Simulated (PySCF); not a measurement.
C7H10P2.
Atom-mapped SMILES: `[CH3:1][c:2]1[cH:3][cH:4][cH:5][c:6]([PH:7][PH2:8])[cH:9]1` (hydrogens: H10, H11, H12 on C1; H13 on C3; H14 on C4; H15 on C5; H16 on P7; H17, H18 on P8; H19 on C9)

Level: PBE0/pcSseg-1 and CAM-B3LYP/def2-SVPD in PySCF, non-relativistic, on one gas-phase PBE0-D3(BJ)/def2-SVP geometry that isn't relaxed in the solvent. The solvent is an IEF-PCM continuum (Bondi radii, 1.10 Å for H, scaled by 1.2). The model holds no explicit solvent molecules, cavitation or dispersion.

Gas phase at PBE0/pcSseg-1: HOMO -6.57 eV, LUMO -0.90 eV, dipole 1.24 D.

Task: What does the continuum do to the energy, the frontier levels and the dipole at PBE0/pcSseg-1 in acetonitrile and water?

Result: 
```
     solvent      ε  E(solvent) − E(gas) (kcal/mol)  polarisation term (kcal/mol)  distortion of the solute (kcal/mol)  HOMO (eV)  LUMO (eV)  dipole (D)
acetonitrile  35.69                           -4.67                         -5.27                                 0.60      -6.63      -0.88        1.35
       water  78.36                           -4.80                         -5.44                                 0.64      -6.63      -0.88        1.35
```

Polarisation term: ½ Σ q·V over the induced surface charges. Distortion: the rise of the solute's own energy as its density leaves the gas-phase optimum. From acetonitrile to water the lowering changes by a factor 1.03, Onsager's factor (ε − 1)/(2ε + 1) by 1.02 and ε itself by 2.2.

Task: Which radius a makes the point-dipole formula ΔE = −[(ε − 1)/(2ε + 1)]·μ²/a³ give the value in water, with the gas-phase dipole?

Result: μ = 0.489 au and |ΔE| = 0.00766 Eh give a = 1.31 Å; the farthest nucleus lies 4.73 Å from the centroid of the nuclei, so such a sphere wouldn't even hold the nuclei. The formula assumes a rigid point dipole at the centre of a sphere.

Task: Which ESP-fitted charges (PBE0/pcSseg-1) respond most in acetonitrile (means over atoms taken as equivalent)?

Result: 
| atoms | environment | gas (e) | solvent (e) | change |
| --- | --- | --- | --- | --- |
| P8 | three-coordinate phosphorus | -0.268 | -0.319 | -0.051 |
| P7 | three-coordinate phosphorus | -0.304 | -0.345 | -0.041 |
| C6 | substituted aromatic carbon | +0.144 | +0.105 | -0.039 |
| C4 | aromatic CH carbon | -0.206 | -0.243 | -0.037 |
| H16 | P–H hydrogen | +0.193 | +0.228 | +0.035 |
| H17/H18 | P–H hydrogen | +0.135 | +0.164 | +0.029 |
| C1 | benzylic-type carbon | -0.568 | -0.589 | -0.021 |
| H14 | aromatic hydrogen | +0.165 | +0.183 | +0.018 |
| C2 | substituted aromatic carbon | +0.399 | +0.381 | -0.018 |
| C5 | aromatic CH carbon | -0.089 | -0.071 | +0.018 |
| H19 | aromatic hydrogen | +0.162 | +0.179 | +0.017 |
| H13 | aromatic hydrogen | +0.175 | +0.190 | +0.015 |

Task: Which Mayer bond orders change most in acetonitrile?

Result: 
| bond | length (Å) | gas | solvent | change |
| --- | --- | --- | --- | --- |
| C5–C6 | 1.401 | 1.396 | 1.386 | -0.010 |
| C2–C3 | 1.400 | 1.401 | 1.394 | -0.007 |
| C9–C2 | 1.399 | 1.399 | 1.394 | -0.005 |
| C6–P7 | 1.840 | 0.991 | 0.986 | -0.005 |
| C1–H11 | 1.099 | 0.957 | 0.953 | -0.004 |
| P7–P8 | 2.247 | 0.988 | 0.985 | -0.003 |
| C1–H12 | 1.100 | 0.953 | 0.950 | -0.003 |
| P7–H16 | 1.430 | 0.921 | 0.924 | +0.003 |

Gas phase at CAM-B3LYP/def2-SVPD: HOMO -7.71 eV, LUMO 0.14 eV, dipole 1.24 D.

Task: What does the continuum do to the energy, the frontier levels and the dipole at CAM-B3LYP/def2-SVPD in acetonitrile?

Result: 
```csv
solvent,ε,E(solvent) − E(gas) (kcal/mol),polarisation term (kcal/mol),distortion of the solute (kcal/mol),HOMO (eV),LUMO (eV),dipole (D)
acetonitrile,35.69,-3.77,-4.37,0.60,-7.74,0.19,1.42
```

Task: How does the static polarisability (CAM-B3LYP/def2-SVPD, frozen core, with the continuum's full static response) change?

Result: 
| medium | isotropic (au) | principal values (au) | ⟨r²⟩ of the electrons (bohr²) |
| --- | --- | --- | --- |
| gas | 137.4 | 107.7, 132.7, 171.6 | 1987.7 |
| acetonitrile | 202.6 | 166.9, 202.5, 238.3 | 1986.1 |

The isotropic value in acetonitrile is 1.47 times the gas-phase one; no cavity-field correction is applied. ⟨r²⟩ is taken about the centre of nuclear charge.

Conformer computed: `[CH3:1][c:2]1[cH:3][cH:4][cH:5][c:6]([PH:7][PH2:8])[cH:9]1`: C5–C6–P7–P8 -105°, H–P8–P7–C6 73°, H–P8–P7–C6 166°.
